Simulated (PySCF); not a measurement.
A calculated (PBE0, PySCF 2.14, aug-cc-pwCVQZ, the non-relativistic Hamiltonian (point nucleus)) atom or ion has these occupied shells.

```csv
shell,electrons,orbital energy (eV),"rms radius, mean of both spins (bohr)"
1s α,1,-2782.1,0.106
1s β,1,-2781.6,0.106
2s α,1,-273.54,0.485
2s β,1,-273.13,0.485
2p α,3,-211.87,0.454
2p β,3,-211.21,0.454
3s α,1,-35.785,1.61
3s β,1,-32.266,1.61
3p α,3,-22.042,1.84
3p β,1,-19.954,1.84
```

Q: Name the element and its charge.

A: Cl⁺ (chlorine, charge +1), in [Ne] 3s2 3p4, high-spin 3P determinant.
